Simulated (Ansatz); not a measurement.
`C=C[SiH2]S[SiH](F)F` + CH₃OH → `CO[SiH2]S[SiH](F)F` + `C=C`  (ligand exchange at the Si–C bond)

Isolated molecules relaxed with PBE0-D4/def2-TZVP in Ansatz; ΔE leaves out vibrations. CBS: MP2 limit from def2 TZ/QZ plus the TZ coupled-cluster correction, frozen cores. This one scheme is used for every species. Each species was taken in one conformer, which may not be the lowest.

`C=C[SiH2]S[SiH](F)F`:

Cartesian coordinates in Å:
```
C 0.276 -1.461 1.444
C 1.041 -0.852 0.542
Si 0.544 -0.747 -1.235
S 0.235 1.301 -1.858
Si -0.983 1.973 -0.288
F -2.044 0.867 0.129
F -0.148 2.290 1.022
H 0.555 -1.520 2.492
H -0.669 -1.923 1.173
H 1.971 -0.388 0.865
H -0.695 -1.534 -1.444
H 1.612 -1.204 -2.158
H -1.694 3.199 -0.685
```

CH₃OH:

```xyz
6

C    -0.340   -0.055    0.089
O     0.791   -0.023   -0.749
H    -1.175   -0.415   -0.514
H    -0.603    0.938    0.476
H    -0.213   -0.739    0.937
H     1.540    0.294   -0.240
```

`CO[SiH2]S[SiH](F)F`:

```xyz
13

C     1.837   -0.297   -0.595
O     0.587    0.322   -0.825
Si   -0.794   -0.452   -1.238
S    -2.372    0.406   -0.074
Si   -1.182    0.830    1.613
F    -0.304   -0.428    2.027
F    -2.185    1.110    2.808
H     1.718   -1.308   -0.192
H     2.388    0.304    0.129
H     2.413   -0.348   -1.523
H    -1.170   -0.231   -2.654
H    -0.643   -1.902   -0.958
H    -0.294    1.992    1.484
```

`C=C`:

Cartesian coordinates in Å:
```
C 0.620 -0.046 -0.226
C -0.620 0.046 0.226
H 0.932 0.451 -1.138
H 1.376 -0.622 0.298
H -0.932 -0.451 1.138
H -1.376 0.622 -0.298
```

```csv
species,CCSD(T)/CBS(def2) energy (Eh)
`C=C[SiH2]S[SiH](F)F`,-1255.41367
CH₃OH,-115.61712
`CO[SiH2]S[SiH](F)F`,-1292.58415
`C=C`,-78.48111
```

Task: Work out ΔE.

Result: ΔE = (-1292.58415) + (-78.48111) − (-1255.41367) − (-115.61712) = -0.03447 Eh = -90.5 kJ/mol.

Largest T1 diagnostic among the species: 0.012.

From PBE to PBE0 (25 % exact exchange), in def2-TZVPP and without D4, ΔE moves by −3.3 kJ/mol. In def2-TZVPP, CCSD(T) changes the Hartree–Fock value by +13.4 kJ/mol (the triples alone add +2.2 kJ/mol) and MP2 by +13.7 kJ/mol.
